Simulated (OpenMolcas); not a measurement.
Levels of Er by method

| Quantity | Value |
| --- | --- |
| Program | OpenMolcas |
| Basis | ANO-RCC-VDZP [7s6p4d2f1g] |
| Scalar Hamiltonian | DKH2, point nucleus |
| Active space | 12 electrons in 7 orbitals (4f) |
| State averaging | 2S+1 = 3 even, 21 roots; 2S+1 = 1 even, 28 roots (27 in the spin-orbit step) |
| Spin-orbit coupling | RASSI with atomic mean-field integrals over the reference wave functions, term energies averaged over their components |

Methods on the same reference wave functions:
A. CASSCF
B. SS-CASPT2, IPEA 0.25 Eh, imaginary shift 0.1 Eh (closed shells correlated: 5s 5p 6s)

Energies in cm⁻¹ above 4f¹² 6s² ³H₆, the measured ground level; measured values from NIST Handbook of Basic Atomic Spectroscopic Data.

```json
{"Level": "4f¹² 6s² ³H₆", "A": "0.0", "B": "0.0", "Measured": "0.0"}
{"Level": "4f¹² 6s² ³F₄ [51 %]", "A": "6284", "B": "5370", "Measured": ""}
{"Level": "4f¹² 6s² ³H₅", "A": "7035", "B": "7050", "Measured": "6958"}
{"Level": "4f¹² 6s² ³H₄ [60 %]", "A": "11514", "B": "11030", "Measured": "10751"}
{"Level": "4f¹² 6s² ³F₃", "A": "14419", "B": "12900", "Measured": "12378"}
{"Level": "4f¹² 6s² ³F₂", "A": "15778", "B": "14040", "Measured": "13098"}
{"Level": "4f¹² 6s² ¹G₄ [60 %]", "A": "19043", "B": "18760", "Measured": ""}
{"Level": "4f¹² 6s² ¹D₂ [58 %]", "A": "31258", "B": "28060", "Measured": ""}
{"Level": "4f¹² 6s² ¹I₆", "A": "37590", "B": "35600", "Measured": ""}
{"Level": "4f¹² 6s² ³P₁", "A": "41495", "B": "37170", "Measured": ""}
{"Level": "4f¹² 6s² ³P₂ [70 %]", "A": "41886", "B": "37930", "Measured": ""}
{"Level": "4f¹² 6s² ³P₀", "A": "42633", "B": "38310", "Measured": ""}
```

Deviations, from unrounded energies. A percentage is the sum of absolute deviations over the sum of measured energies, with the sign that they share, or ± where signs differ.

```json
{"Against measurement": "mean absolute deviation (cm-1)", "Levels": "4", "A": "1400", "B": "460"}
{"Against measurement": "fine structure of the ground term (%)", "Levels": "2", "A": "+4.7", "B": "+2.1"}
{"Against measurement": "other terms of the ground configuration (%)", "Levels": "2", "A": "+18.5", "B": "+5.7"}
```

B lies closest to measurement on these levels. The largest miss of B in the table is 4f¹² 6s² ³F₂, by +940 cm-1. The ranking rests on the paired levels alone, and a cruder setting can come out closer through cancelling errors.

From A to B the spin-free energies of the other terms of 4f¹² 6s² shown, above ³H, scale by factors of 0.79 to 0.98.

The lowest spin-free term lies below A's lowest term by 0.966 hartree in B.

Term energies are means over components that CASPT2 splits; among the terms shown or strongly mixed into the levels shown the widest spread is 1500 cm-1 (4f¹² 6s² ¹I, B). Some high roots are left out of the spin-orbit mixing, which shifts the levels that they would mix with. With the s shell closed, the reference lacks s² → p² mixing. Without dynamic correlation excited terms often stand tens of per cent too high (terms of higher spin than the ground term too low), and those without a measured partner can miss by more than the paired ones (holds for A). The CASPT2 spread within a term exceeds the gap to the next term for 4f¹² 6s² ¹I and 4f¹² 6s² ³P, so the order of their levels is uncertain (holds for B). Computed and measured levels are paired by configuration, term and J; levels that our copy of the source lacks, or whose pairing is in doubt (as where it misses far off the trend of its configuration), stay unpaired and out of the deviations. Only configurations of the active space appear.

A share in square brackets marks a mixed level and gives the weight of the term that names it, the lowest over the columns.
